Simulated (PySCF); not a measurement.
## Dipole response of Fe+ (iron, charge +1)

[Ar] 3d5 4s2, high-spin 6S determinant (an excited configuration). Calculation: PySCF 2.14, in aug-cc-pVTZ-DK (8s7p5d3f2g, 93 functions); the spin-free X2C one-electron Hamiltonian (Gaussian nucleus). Coupled (time-dependent) response in atomic units; α is the mean over directions.

| method | mean α (bohr³) | C₆ (like pair) | S(−4) |
| --- | --- | --- | --- |
| wB97X | 29.47 | 187.3 | 426.9 |

S(−4) is the Cauchy moment in α(ω) = α(0) + S(−4) ω² + …

α(iu) at wB97X:

```json
{"u (hartree)": "0", "α(iu) (bohr³)": "29.47"}
{"u (hartree)": "0.0500", "α(iu) (bohr³)": "28.45"}
{"u (hartree)": "0.100", "α(iu) (bohr³)": "25.79"}
{"u (hartree)": "0.200", "α(iu) (bohr³)": "19.01"}
{"u (hartree)": "0.300", "α(iu) (bohr³)": "13.55"}
{"u (hartree)": "0.500", "α(iu) (bohr³)": "7.610"}
{"u (hartree)": "0.750", "α(iu) (bohr³)": "4.558"}
{"u (hartree)": "1.00", "α(iu) (bohr³)": "3.163"}
{"u (hartree)": "1.50", "α(iu) (bohr³)": "1.906"}
{"u (hartree)": "2.00", "α(iu) (bohr³)": "1.328"}
{"u (hartree)": "3.00", "α(iu) (bohr³)": "0.7799"}
{"u (hartree)": "5.00", "α(iu) (bohr³)": "0.3727"}
```

A single London oscillator, α(iu) = α/(1 + u²/ω²), gives C₆ = (3/4) ω α². Matching the computed C₆ needs ω = 4 × 187.3 / (3 × 29.47²) = 0.288 hartree.

For an ion, C₆ is the dispersion term alone; charge-induced terms of lower order in 1/R come first.
